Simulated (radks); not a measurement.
Question: The table gives one normalised radial function P(r) = r R(r) of Ag+ in [Kr] 4d10 (r in bohr). Method: scalar-relativistic Kohn-Sham, LDA (Slater exchange, Perdew-Wang correlation), spin-polarised, spherical densities, finite nucleus; Fermi nuclear charge, rms radius 4.5454 fm; computed with a radial shooting solver on a logarithmic mesh with Libxc functionals.

r	P
0.002096	0.0000
0.00273	0.0001
0.003583	0.0002
0.004666	0.0003
0.006124	0.0007
0.007975	0.0014
0.01047	0.0030
0.01363	0.0062
0.01789	0.0130
0.0233	0.0262
0.03058	0.0525
0.03982	0.1003
0.05226	0.1883
0.06805	0.3312
0.08932	0.5579
0.1163	0.8603
0.1527	1.2256
0.1988	1.5492
0.2609	1.7222
0.3398	1.6322
0.446	1.2750
0.5807	0.8016
0.7622	0.3744
0.9925	0.1276
1.303	0.0275
1.696	0.0037
2.227	0.0002
2.899	0.0000
3.806	0.0000
4.955	0.0000

Which n and l does it have? It may be an empty orbital.

Answer: n = 3, l = 2: the number of nodes gives n - l - 1 = 0, the rise at small r (about r^(l+1), flatter next to the nucleus through relativity) gives l, and the extent must fit the shell. The curve is that of 3d. 3d: eigenvalue -367.07 eV, 0 radial nodes, <r> = 0.346 bohr, 90 % of the charge inside 0.548 bohr.
